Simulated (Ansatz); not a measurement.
Steps of a relaxation of `S[Si](S)(Cl)Cl` with RKS PBE0-D4/def2-TZVP.

```sh
$ ansatz run in.yaml --threads 4 --pin off --events-out ev --progress --plain --max-ram 10444MiB
```

```yaml
crystal:
  periodic: [false, false, false]
  atoms:
    - {symbol: S, position_ang: [-1.589877, 0.430190, 1.211908]}
    - {symbol: Si, position_ang: [0.020147, 0.027038, -0.131323]}
    - {symbol: S, position_ang: [1.407830, -1.107784, 1.028703]}
    - {symbol: Cl, position_ang: [-0.535149, -1.064974, -1.808680]}
    - {symbol: Cl, position_ang: [0.788171, 1.818928, -0.848003]}
    - {symbol: H, position_ang: [-1.937391, 1.579559, 0.566124]}
    - {symbol: H, position_ang: [1.907569, -1.750957, -0.064628]}
basis:
  gaussian: {orbitals: def2-TZVP}
hamiltonian: {xc: pbe0, dispersion: d4}
relax: {f_tol: 0.005, max_steps: 150}
```

Positions (Å) and forces (eV/Å) along the path, 6 of 6 steps:

```xyz
7
step=1 energy=-54613.9766 eV
S    -1.590    0.430    1.212    0.202    0.336   -0.530
Si    0.020    0.027   -0.131    0.010    0.033   -0.111
S     1.408   -1.108    1.029   -0.098    0.008   -0.652
Cl   -0.535   -1.065   -1.809    0.162    0.337    0.488
Cl    0.788    1.819   -0.848   -0.223   -0.537    0.198
H    -1.937    1.580    0.566    0.110   -0.401    0.225
H     1.908   -1.751   -0.065   -0.163    0.224    0.383
7
step=2 energy=-54614.0151 eV
S    -1.583    0.435    1.195   -0.015    0.124   -0.072
Si    0.019    0.024   -0.120    0.005    0.015   -0.052
S     1.404   -1.103    1.011    0.032   -0.067   -0.123
Cl   -0.531   -1.042   -1.777   -0.016   -0.016    0.012
Cl    0.780    1.783   -0.835    0.013    0.006    0.021
H    -1.933    1.572    0.553    0.065   -0.167    0.074
H     1.905   -1.737   -0.072   -0.083    0.105    0.140
7
step=3 energy=-54614.0162 eV
S    -1.573    0.427    1.197   -0.010    0.046   -0.027
Si    0.020    0.026   -0.127   -0.006   -0.019    0.065
S     1.393   -1.097    1.015    0.016   -0.025   -0.046
Cl   -0.541   -1.047   -1.774    0.004    0.006   -0.024
Cl    0.789    1.785   -0.828    0.001    0.008   -0.024
H    -1.913    1.552    0.543   -0.040    0.004    0.028
H     1.887   -1.714   -0.073    0.036   -0.020    0.028
7
step=4 energy=-54614.0173 eV
S    -1.566    0.445    1.206    0.029   -0.037   -0.009
Si    0.020    0.026   -0.127   -0.007   -0.024    0.081
S     1.385   -1.117    1.012   -0.029    0.038    0.008
Cl   -0.558   -1.037   -1.774   -0.004    0.002   -0.025
Cl    0.806    1.775   -0.830    0.008    0.011   -0.021
H    -1.946    1.547    0.538    0.000    0.020   -0.012
H     1.920   -1.708   -0.070    0.003   -0.010   -0.021
7
step=5 energy=-54614.0176 eV
S    -1.568    0.439    1.203   -0.005   -0.002    0.009
Si    0.019    0.025   -0.125    0.002    0.007   -0.024
S     1.387   -1.110    1.013    0.003   -0.003    0.010
Cl   -0.554   -1.036   -1.777    0.004    0.004    0.008
Cl    0.802    1.776   -0.834   -0.005   -0.008    0.003
H    -1.939    1.550    0.543    0.001    0.003   -0.003
H     1.913   -1.712   -0.068    0.000   -0.001   -0.004
7
step=6 energy=-54614.0176 eV
S    -1.568    0.439    1.203    0.000    0.000   -0.001
Si    0.019    0.025   -0.126    0.000    0.000    0.001
S     1.387   -1.110    1.013    0.000    0.000   -0.001
Cl   -0.552   -1.037   -1.777    0.000   -0.001    0.000
Cl    0.801    1.777   -0.835    0.000    0.001    0.000
H    -1.938    1.550    0.544    0.000    0.000    0.000
H     1.912   -1.713   -0.068    0.000    0.000    0.000
```

Hardware: 4 threads of an Arm Neoverse N1 on a shared host. Wall time 43 s, peak host memory 0.68 GiB.
